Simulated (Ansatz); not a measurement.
CuAg₂. The state is a doublet with charge 0. Geometry PBE-D4/def2-TZVP.

```xyz
3

Ag   -1.971    1.222   -0.217
Ag    0.096   -0.087    0.782
Cu    1.874   -1.135   -0.565
```

In the def2 sets Ag takes a core potential; there is no spin–orbit coupling. B3LYP takes the VWN-RPA correlation. Another isomer (doublet) lies 0.13 eV lower at PBE0-D4/def2-TZVP; other spin states weren't run for this one.

Task: Estimate the α-spin orbital energies around the gap (eV) in Ansatz with PBE-D4/def2-TZVP, r2SCAN-D4/def2-TZVP, B3LYP-D4/def2-TZVP, PBE0-D4/def2-TZVP, r2SCAN0-D4/def2-TZVP.

Result: 
| orbital | PBE-D4/def2-TZVP | r2SCAN-D4/def2-TZVP | B3LYP-D4/def2-TZVP | PBE0-D4/def2-TZVP | r2SCAN0-D4/def2-TZVP |
| --- | --- | --- | --- | --- | --- |
| HOMO−9 | -7.13 | -7.32 | -8.54 | -8.81 | -8.99 |
| HOMO−8 | -7.00 | -7.19 | -8.41 | -8.67 | -8.85 |
| HOMO−7 | -6.92 | -7.10 | -8.30 | -8.55 | -8.73 |
| HOMO−6 | -5.90 | -5.96 | -7.05 | -7.34 | -7.45 |
| HOMO−5 | -5.41 | -5.46 | -7.05 | -7.34 | -7.45 |
| HOMO−4 | -5.37 | -5.42 | -7.04 | -7.31 | -7.42 |
| HOMO−3 | -5.34 | -5.40 | -7.02 | -7.30 | -7.41 |
| HOMO−2 | -5.34 | -5.40 | -6.99 | -7.25 | -7.35 |
| HOMO−1 | -5.30 | -5.36 | -6.37 | -6.43 | -6.53 |
| HOMO | -4.59 | -4.66 | -4.99 | -5.00 | -5.11 |
| LUMO | -2.84 | -2.67 | -2.35 | -2.06 | -1.96 |
| LUMO+1 | -1.38 | -1.17 | -0.94 | -0.74 | -0.62 |
| LUMO+2 | -1.34 | -1.11 | -0.88 | -0.69 | -0.56 |
| LUMO+3 | -0.94 | -0.70 | -0.43 | -0.25 | -0.09 |
| LUMO+4 | -0.06 | 0.24 | 0.40 | 0.59 | 0.80 |
| LUMO+5 | 0.13 | 0.53 | 0.60 | 0.79 | 1.10 |
| β HOMO | -5.19 | -5.20 | -6.01 | -5.95 | -5.96 |
| β LUMO | -4.17 | -3.86 | -3.64 | -3.23 | -3.05 |
